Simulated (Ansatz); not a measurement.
`Cl[CH]1[SiH2][GeH2]1` at its PBE0-D4/def2-TZVP geometry, where that method's forces vanish. Charge 0, multiplicity 1.

```xyz
9

Cl   -2.4140   -0.1242    0.4161
C    -0.6861   -0.4677    0.4897
Si    0.3402   -0.5816   -1.0935
Ge    0.6689    1.0195    0.5378
H    -0.4854   -1.2349    1.2346
H     1.1894   -1.7824   -1.2835
H    -0.3658   -0.1516   -2.3205
H     1.6796    0.9117    1.6806
H     0.0731    2.4113    0.3385
```

Q: What forces (eV/Å) does r2SCAN-D4/def2-TZVPP give on these atoms in the Gaussian-basis code of Ansatz? (An estimate is asked.)

A: Ansatz gave: 
```
Cl1 -0.255  0.052 -0.006
C2   0.192 -0.104  0.020
Si3  0.013 -0.004 -0.040
Ge4  0.078  0.098  0.024
H5   0.001  0.013  0.007
H6  -0.008  0.011 -0.001
H7   0.009 -0.005  0.019
H8  -0.046  0.003 -0.036
H9   0.015 -0.063  0.013
```
